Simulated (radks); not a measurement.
The numbers below are computed, except where a source is named.
Question: The rhenium ion Re1.5+, 73.5 electrons, occupied as [Xe] 4f14 5d4.5 6s1 (fractional occupations, a model configuration). Level of theory: Dirac Kohn-Sham, PBE, spin-unpolarised, spherical densities, point nucleus; open shells are shared between the two j in proportion to 2j + 1 (a radial shooting solver on a logarithmic mesh with Libxc functionals). Some entries of the table are withheld. Estimate them.

orbital,occ.,eigenvalue (eV),<r^2> (bohr^2)
1s1/2,2,-71576.87,0.0004477
2s1/2,2,-12412.25,0.006816
2p1/2,2,-11875.72,0.004859
2p3/2,4,-10435.86,0.006057
3s1/2,2,-2883.874,0.04446
3p1/2,2,-2644.754,(1)
3p3/2,4,-2332.058,(2)
3d3/2,4,-1931.187,0.03659
3d5/2,6,-1863.323,0.03839
4s1/2,2,-612.5602,0.2192
4p1/2,2,-512.8493,0.2256
4p3/2,4,-439.9056,0.2604
4d3/2,4,-276.4012,0.2822
4d5/2,6,-262.9260,0.2952
5s1/2,2,-98.5887,1.205
5p1/2,2,-68.4375,1.458
5p3/2,4,-57.4083,1.728
4f5/2,6,-57.1717,0.4122
4f7/2,8,-54.6595,0.4254
5d3/2,1.8,(3),3.619
5d5/2,2.7,(4),3.872
6s1/2,1,-16.8526,8.500

Answer: 
(1) 3p1/2 <r^2> (bohr^2): 0.04075
(2) 3p3/2 <r^2> (bohr^2): 0.04730
(3) 5d3/2 eigenvalue (eV): -18.6789
(4) 5d5/2 eigenvalue (eV): -17.6901
